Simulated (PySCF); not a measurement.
Molecule: CH$_{4}$BS$_{2}$ (charge -1, singlet). It need not be the lowest isomer of its formula. Whether it binds its extra electron was not tested at this geometry. SMILES: CB([S-])S
Structure (B3LYP-D3(BJ)/def2-TZVP (Ansatz) minimum search):
```
B
C 1 1.5986
H 2 1.0917 1 111.04
H 2 1.0973 3 108.27 1 -122.55
H 2 1.0973 3 108.27 4 -114.90
S 1 1.7364 2 127.11 3 0.00
S 1 1.8970 2 113.83 3 180.00
H 7 1.3497 1 100.12 2 0.00
```
Charge -1, spin multiplicity 1.

Dispersion corrections to the total energy (kcal/mol) from the dftd3 and dftd4 libraries through PySCF: D3(BJ) without and D4 with the three-body term, each with the damping fitted for the functional named.

| functional | D3(BJ) | D4 |
|---|---|---|
| PBE0 | -3.99 | -4.24 |
| revPBE | ? | -14.78 |
| PBE | -4.46 | ? |
| r2SCAN | -1.24 | -1.18 |
| BLYP | -9.90 | -11.04 |
| BHLYP | ? | -6.38 |
| TPSSh | -5.36 | -6.14 |

### Question
Some entries are withheld; supply them.

### Answer

- revPBE, D3(BJ): -10.99
- PBE, D4: -5.01
- BHLYP, D3(BJ): -6.60
